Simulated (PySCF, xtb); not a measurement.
C₄H₁₁BrO₃Si, SMILES CCO[Si](O)(Br)OCC.

Geometry: B3LYP-D3(BJ)/def2-SVP. One conformer was computed; it need not be the lowest.

Level of theory: C-PCM-PBE0/def2-SVP run with PySCF.

The values are the electrostatic part of the solvation free energy, E(continuum) − E(gas) at the gas-phase geometry, in a cavity of scaled van der Waals radii (PySCF's table); cavitation and dispersion terms are not included. In vacuum the orbital gap is 9.15 eV. The dipole moment in vacuum is 0.33 D.

| solvent | ε | ΔG(elec) (kcal/mol) | dipole (D) | gap (eV) |
|---|---|---|---|---|
| water | 78.36 | -6.2 | 0.33 | 9.30 |
| ethanol | 24.85 | -6.0 | 0.33 | 9.29 |
| chlorobenzene | 5.70 | -5.1 | 0.33 | 9.28 |

For comparison, GFN2-xTB/ALPB(water) (xtb, at the GFN2-xTB geometry, all terms of that model) gives -5.1 kcal/mol.
